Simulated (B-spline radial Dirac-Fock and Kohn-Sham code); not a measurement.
## Ga 3d5/2: cross section and angular parameters

System: the free gallium atom, configuration [Ar] 3d10 4s2 4p1; threshold 25.84 eV (orbital energy of the model). These are calculated numbers from a radial atomic solver; the model is Dirac-Hartree-Slater photoionisation with a Latter tail; cross sections with all multipoles, angular parameters from the dipole term and its interference with E2.

For linearly polarised light dσ/dΩ = σ/(4π) [1 + β P₂(cos θ) + (δ + γ cos²θ) sin θ cos φ], with θ from the polarisation vector and φ the angle between the beam and the projection of the electron momentum on the plane normal to the polarisation.

```tsv
hν (eV)	σ (kb)	β	γ	δ
59.1	4540	-0.015	-0.008	0.011
60	4590	-0.002	-0.008	0.011
80	5080	0.258	-0.004	0.013
85.6	5050	0.319	-0.002	0.014
150	3430	0.769	0.015	0.019
154	3310	0.787	0.016	0.019
200	2240	0.943	0.031	0.022
201	2220	0.946	0.031	0.022
239	1600	1.031	0.045	0.025
245	1530	1.042	0.048	0.025
277	1180	1.091	0.061	0.027
278	1170	1.092	0.062	0.027
299	997	1.117	0.071	0.028
400	?	?	?	?
555	202	1.216	0.199	0.042
714	96.2	1.200	0.277	0.050
1340	12.5	1.052	0.517	0.084
1486.9	8.76	1.017	0.559	0.093
2000	3.06	0.908	0.673	0.122
2060	2.75	0.896	0.685	0.125
2770	0.917	0.784	0.791	0.165
2984.4	0.691	0.756	0.816	0.177
4080	0.206	0.646	0.920	0.234
5070	0.0865	0.574	0.990	0.283
5680	0.0545	0.538	1.023	0.312
6850	0.0251	0.481	1.071	0.365
8080	0.0125	0.433	1.104	0.417
9930	0.00521	0.378	1.134	0.490
12000	0.00230	0.332	1.151	0.565
15000	0.000865	0.282	1.156	0.665
```

Question: Give the values at 400 eV.

Answer: σ = 493 kb, β = 1.189, γ = 0.119, δ = 0.034.
